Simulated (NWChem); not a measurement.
System: AlHBrF; SMILES [F][AlH][Br]

Here is an NWChem input.

```
start job
memory heap 200 mb stack 900 mb global 1100 mb
geometry units angstroms noautoz
  Al    -0.521939    -1.115952     0.000458
  H     -2.039070    -1.513841     0.004473
  F      0.629958    -2.298977    -0.000245
  Br     0.148488     1.038390    -0.000325
end
basis spherical
  * library def2-svp
end
dft
  xc pbe0
  iterations 150
  vectors input atomic output neutral.movecs
end
task dft energy
charge 1
dft
  odft
  mult 2
  vectors input atomic output cation.movecs
end
task dft energy
```

The geometry was optimised at B3LYP/6-31G* (spherical d).

Ions are spin-unrestricted doublets at the neutral geometry; other ion states weren't tried.

Question: What results follow from this input? (PBE0/def2-SVP, vertical spin-unrestricted ions.) Quantities: vertical ionisation energy, ΔSCF (eV); −ε(HOMO) (eV).

Answer: The vertical ionisation energy, ΔSCF (eV) is 11.32 and the −ε(HOMO) (eV) comes out as 8.75.
